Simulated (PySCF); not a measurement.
## Computed properties of C3H6BNO, SMILES B(C#C)(OC)N

C3H6BNO, SMILES C#CB(N)OC. The structure is a stationary point at PBE0-D3(BJ)/def2-SVP. The structure was generated by enumeration, and PubChem lists no compound with its InChIKey, so it may never have been made. The values are those of a single conformer. All values are computed for the isolated molecule unless a solvent is named; none is compared with measurement here.

**Structure.** The optimised structure has Cs symmetry. All 30 harmonic modes at PBE0-D3(BJ)/def2-SVP (PySCF) are real, so it is a minimum. With heavy atoms numbered as in [CH:1]#[C:2][B:3]([NH2:4])[O:5][CH3:6], the shortest bond between them is C1–C2 at 1.217 Å and the longest C2–B3 at 1.552 Å.

**Vibrations.** The strongest infrared lines (harmonic, unscaled, degenerate partners summed) lie at 1594 cm⁻¹ (337 km/mol, H 57 %, N 23 %, B 18 %), 1420 cm⁻¹ (332 km/mol, H 41 %, B 34 %, O 13 %, C 11 %), 1336 cm⁻¹ (181 km/mol, B 52 %, H 19 %, O 13 %, C 9 %). The softest mode is at 57 cm⁻¹ and the zero-point energy is 58.8 kcal/mol.

**Electronic structure.** r2SCAN/def2-TZVP (PySCF) places the frontier levels at -6.39 and -0.89 eV, a gap of 5.50 eV, and gives a dipole moment of 0.44 D and a mean polarisability of 59.8 bohr³. PBE/def2-TZVP (PySCF) at the same geometry gives -6.11 and -1.10 eV, so its gap is 0.49 eV narrower. An orbital gap is neither the optical nor the fundamental gap.

**Excitations.** TDDFT-ωB97X/def2-SVPD (PySCF) has S1 at 5.87 eV (211 nm, f = 0.000, dark); the most intense of the 10 singlets computed lies at 7.35 eV (f = 0.17). T1 (TDA) is at 4.96 eV. TDDFT-PBE/def2-SVPD (PySCF) puts S1 at 5.55 eV. No vertical singlet excitation falls in the visible range (under 3.1 eV).

**NMR.** GIAO shifts at PBE0/pcSseg-1 (PySCF) (non-relativistic, atoms alike by connectivity averaged): ¹³C from 58.0 to 99.5 ppm against TMS; ¹H from 2.6 to 4.2 ppm against TMS; ¹¹B at 8.6 ppm against BF3.
